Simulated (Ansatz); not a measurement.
The first iterations of a band of F3H3W (7 atoms, charge 0, multiplicity 1).

Theory: RHF/def2-SVP (Ansatz).

- movable images: 4
- climbing image: no
- spring: 5.0 eV/Å²
- optimiser: quadratic models (default)
- start path: through a guess of the saddle point
- force threshold: 0.05 eV/Å
- iteration limit: 60
- end points: relaxed

First end point:

```xyz
7
Properties=species:S:1:pos:R:3
W 0.085 0.410 0.108
H 0.149 -1.198 1.170
F 1.884 0.423 0.503
F 0.017 2.260 -0.312
F -1.729 0.203 0.346
H 0.209 -1.503 0.432
H 0.195 -0.465 -1.309
```

Last end point:

```xyz
7
Properties=species:S:1:pos:R:3
W -0.859 0.560 -0.131
H 1.884 -1.127 0.753
F 2.514 -0.483 0.720
F 0.199 2.048 0.053
F -2.557 -0.073 -0.436
H -0.398 -0.399 1.168
H 0.025 -0.395 -1.187
```

| iteration | highest image above the first end (eV) | largest band force component (eV/Å) |
| --- | --- | --- |
| 1 | 4.698 | 4.593 |
| 2 | 3.746 | 3.279 |
| 3 | 3.456 | 6.223 |
| 4 | 3.191 | 1.509 |
| 5 | 2.659 | 1.631 |

Does the band converge within its limit, and where does its top end?

The forces met the threshold. It ended after 16 iterations with the highest image 1.666 eV above the first end. No image climbed, so the highest image needn't sit at the top of the path. The orbitals stay closed-shell, which can raise the energy where a bond breaks towards radicals; this wasn't checked here.

Run time: 60 s on 2 threads of Arm Neoverse V2, with other jobs on the host, peak memory 0.18 GiB.
